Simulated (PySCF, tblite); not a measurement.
Isomers of [C6H14PS]+ (charge +1), one GFN2-xTB conformer each. Single-point energies are computed at PBE0/pcSseg-1 (PySCF, gas phase, no added dispersion term), electronic only.

Question: Rank them by PBE0/pcSseg-1 energy, lowest first (kJ/mol).
A. `[CH3:1][CH2:2][PH+:3]1[CH2:4][CH2:5][S:6][CH2:7][CH2:8]1` (charge +1) with C1–C2–P3–C4 -61°, C2–P3–C4–C5 -174°, P3–C4–C5–S6 64°, C4–C5–S6–C7 -70°, C5–S6–C7–C8 70°
B. `[CH3:1][P+:2]1([CH3:3])[CH2:4][CH2:5][S:6][CH2:7][CH2:8]1` (charge +1) with C1–P2–C4–C5 167°, P2–C4–C5–S6 -63°, C4–C5–S6–C7 70°, C5–S6–C7–C8 -70°

Answer: B (0.0), A (57.3).

GFN2-xTB itself gives, in the same order: 0.0, 36.4. Both levels put the same isomer lowest.

Q: Which frontier levels and rotational constants go with these structures?

A: 
| SMILES | HOMO (eV, PBE0/pcSseg-1) | LUMO (eV) | A, B, C (MHz) |
| --- | --- | --- | --- |
| C[P+]1(C)CCSCC1 | -10.45 | -3.41 | 2325, 1047, 957.0 |
| CC[PH+]1CCSCC1 | -10.54 | -3.85 | 2973, 864.7, 723.9 |

Q: What happens when harmonic zero-point energies from GFN2-xTB frequencies are added?

A: 
```
         SMILES  ZPE (kJ/mol)  electronic (kJ/mol)  with ZPE (kJ/mol)
C[P+]1(C)CCSCC1         483.9                  0.0                0.0
 CC[PH+]1CCSCC1         485.0                 57.3               58.3
```

The zero-point energies span 1.1 kJ/mol. The order is unchanged.
